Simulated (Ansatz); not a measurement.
Two isomers of C3H7BO: A = `CC1CB1O`, B = `CB/C=C/O`.

Gas-phase electronic energies from Ansatz, PBE0-D4/def2-TZVP geometries. CBS: MP2 limit from def2 TZ/QZ plus the TZ coupled-cluster correction, frozen cores. Functionals use def2-TZVPP. B3LYP here is the variant with VWN-RPA as its local correlation; programs differ in this. Each species was taken in one conformer, which may not be the lowest.

A:

Z-matrix (Å, degrees):
```
C
C 1 1.509
H 1 1.095 2 111.6
H 1 1.093 2 111.2 3 120.7
H 1 1.094 2 111.3 3 -120.0
C 2 1.576 1 118.5 3 76.1
B 2 1.517 1 123.7 3 146.0
H 2 1.089 1 113.8 3 -59.9
H 6 1.086 2 116.7 1 -132.6
H 6 1.088 2 115.8 1 3.3
O 7 1.341 2 147.4 1 71.0
H 11 0.962 7 112.9 2 -177.2
```

B:

```xyz
12

C     0.751   -0.281   -1.601
B     0.571    0.894   -0.579
C    -0.154    0.805    0.759
C    -0.717   -0.337    1.179
O    -1.361   -0.446    2.351
H     0.333    0.016   -2.571
H     1.820   -0.433   -1.793
H     0.318   -1.247   -1.331
H     1.050    1.954   -0.887
H    -0.243    1.661    1.423
H    -0.678   -1.246    0.581
H    -1.691   -1.340    2.468
```

(1) Which isomer does CCSD(T)/CBS put lower? Give the gap. (Best estimate.)

(2) Give E(B) − E(A) in kcal/mol with B2PLYP, PBE0-D4, CCSD(T)/def2-SVP, B3LYP, ωB97M-V, CCSD(T)/def2-TZVPP, PBE-D4. (Best estimate.)

(3) Does the order hold for the free energy at 298.15 K (harmonic terms from PBE0-D4)? (Best estimate.)

Largest T1 diagnostic: 0.013.

Answers

(1) Computed: A, by 16.1 kcal/mol.

(2) Ansatz gave: B2PLYP 14.6, PBE0-D4 17.5, CCSD(T)/def2-SVP 18.8, B3LYP 13.2, ωB97M-V 17.0, CCSD(T)/def2-TZVPP 16.0, PBE-D4 15.5. None reverses the order clearly.

(3) Ansatz gave: Yes: G(B) − G(A) = +14.2 kcal/mol, for one conformer each.

From BLYP to BHLYP (50 % exact exchange), in def2-TZVPP and without D4, E(B) − E(A) moves by +3.6 kcal/mol. In def2-TZVPP, CCSD(T) changes the Hartree–Fock value by +3.8 kcal/mol (the triples alone add −0.6 kcal/mol) and MP2 by +6.2 kcal/mol.
